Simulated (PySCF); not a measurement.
carbon tetrabromide (CBr4), singlet, at a GFN2-xTB geometry. Base run: DF-SVWN5/def2-SVP (PySCF).

Here is a job for PySCF.
```python
from pyscf import gto, scf, dft

mol = gto.M(
    atom='''
Br    1.88985705   -0.40657397   -0.16942869
C    -0.00000000    0.00000000    0.00000000
Br   -0.29724605    1.87434458   -0.40502511
Br   -0.58108731   -0.36980271    1.81415315
Br   -1.01152370   -1.09796790   -1.23969935
''',
    basis='def2-svp',
    verbose=4,
    symmetry=True,
)

mf = dft.RKS(mol)
mf.xc = 'lda,vwn'
mf = mf.density_fit(auxbasis='def2-universal-jkfit')
mf.kernel()
mf.analyze()
```

The base run was repeated with changes; each row names its change, and settings that it needs were set with it.

| change | ΔE vs base (eV) | point group used | SCF cycles | outcome |
|---|---|---|---|---|
| base | 0.00 | D2 | 9 | converged |
| irrep_nelec = A:38 B1:36 B2:38 B3:34 | 11.78 | D2 | 9 | converged |
| irrep_nelec = A:36 B1:38 B2:36 B3:36 | - | - | 50 | not converged |
| symmetry_subgroup = C2 | 0.00 | C2 | 9 | converged |
| symmetry = off | 0.00 | C1 | 9 | converged |
| irrep_nelec = A:40 B1:36 B2:36 B3:34 | 8.13 | D2 | 8 | converged |
| irrep_nelec = A:38 B1:38 B2:36 B3:34 | 11.78 | D2 | 9 | converged |
